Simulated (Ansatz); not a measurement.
Total energies of `[F][Sc]([F])[F]`.

```xyz
4

F    -0.634   -1.706    0.254
Sc    0.000    0.000    0.000
F    -0.861    1.136   -1.159
F     1.495    0.570    0.905
```

Total charge 0; spin multiplicity 1. Correlated methods include outer-core shells of Sc, which these sets cover unevenly. Scalar relativity is left out up to krypton. Geometry: relaxed with PBE0-D4/def2-TZVP. Basis def2-TZVPP, Ansatz.

RPA on PBE orbitals: Hartree–Fock energy of these orbitals -1058.39244 Eh, correlation -1.58051 Eh (frozen core).

| functional | energy without D4 (Eh) | D4 term (kJ/mol) |
| --- | --- | --- |
| revPBE | -1060.43750 | -12.3 |
| BLYP | -1060.64820 | -10.1 |
| r2SCAN | -1060.48634 | -1.1 |
| B97M-V | -1060.33151 | – |
| PBE0 | -1060.15943 | -4.0 |
| B3LYP | -1060.65656 | -7.6 |
| HSE06 (plane-wave form) | -1060.13908 | -3.7 |
| BHLYP | -1060.51329 | -6.3 |
| CAM-B3LYP | -1060.60620 | -4.1 |
| ωB97X-V | -1060.42603 | – |

**Question.** Give the same for LDA (SPW92), PBE, r2SCANh, r2SCAN0, LC-ωPBE, ωB97M-V, B2PLYP, PBE-QIDH. (An estimate is asked.)

**Answer.** Ansatz gave: 
```tsv
functional	energy without D4 (Eh)	D4 term (kJ/mol)
LDA (SPW92)	-1056.80739	–
PBE	-1060.14111	-4.7
r2SCANh	-1060.45995	-1.2
r2SCAN0	-1060.42293	-1.3
LC-ωPBE	-1060.30907	–
ωB97M-V	-1060.52183	–
B2PLYP	-1060.32743	–
PBE-QIDH	-1060.01685	–
```

B3LYP takes the VWN-RPA correlation (the form of Gaussian; ORCA's B3LYP/G). HSE06 is the plane-wave form, built on full-range PBE exchange. The double hybrids freeze the cores in their second-order part.

LC-ωPBE has ω = 0.4 bohr⁻¹.
